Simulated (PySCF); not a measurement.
# GeOCl₂: from structure and modes to constants

All numbers come from PySCF, PBE0, basis Ge def2-TZVP, O def2-TZVP, Cl def2-TZVP (no relativity, density fitting).

The singlet minimum has C2v symmetry. Masses (u): Ge 73.92118, O 15.99492, Cl 34.96885.

```xyz
4
charge 0 multiplicity 1, angstrom
Ge    0.0000    0.0000    0.3875
O     0.0000    0.0000    2.0107
Cl    1.6942    0.0000   -0.8694
Cl   -1.6942    0.0000   -0.8694
```

Harmonic wavenumbers (cm⁻¹): 157.3 (a1, ×1), 183.5 (b1, ×1), 210.2 (b2, ×1), 433.2 (a1, ×1), 459.5 (b2, ×1), 1004.9 (a1, ×1).

Question: What is the harmonic zero-point energy?

Answer: Half the sum of all 6 wavenumbers, 2449/2 = 1224 cm⁻¹, which is 14.6 kJ/mol (1 cm⁻¹ = 0.0119627 kJ/mol).

Question: Find the vibrational entropy and heat capacity at 298.15 K.

Answer: With u = 1.43878 ω/T, each mode gives S = R[u/(eᵘ−1) − ln(1−e⁻ᵘ)] and C = R u² eᵘ/(eᵘ−1)².
```csv
ω (cm⁻¹),u,S (J/(mol K)),C (J/(mol K))
157.3,0.759,10.80,7.93
183.5,0.885,9.59,7.79
210.2,1.015,8.54,7.64
433.2,2.091,3.55,5.85
459.5,2.217,3.21,5.61
1004.9,4.849,0.38,1.56
```
The sums over all modes are S = 36.1 and C = 36.4 J/(mol K); the softest mode gives 30 % of the entropy.

Question: Give the standard entropy (298.15 K, 1 bar) by its translational, rotational, vibrational and spin parts, and Cp.

Answer: Sackur–Tetrode with M = 159.85 u gives 172.1; rotation with symmetry number 2 gives 109.1; vibration 36.1; spin R ln 1 = 0.0. The total is 317.3 J/(mol K), and Cp = 4 R + 36.4 = 69.6 J/(mol K).

This need not be the most stable arrangement of these atoms.
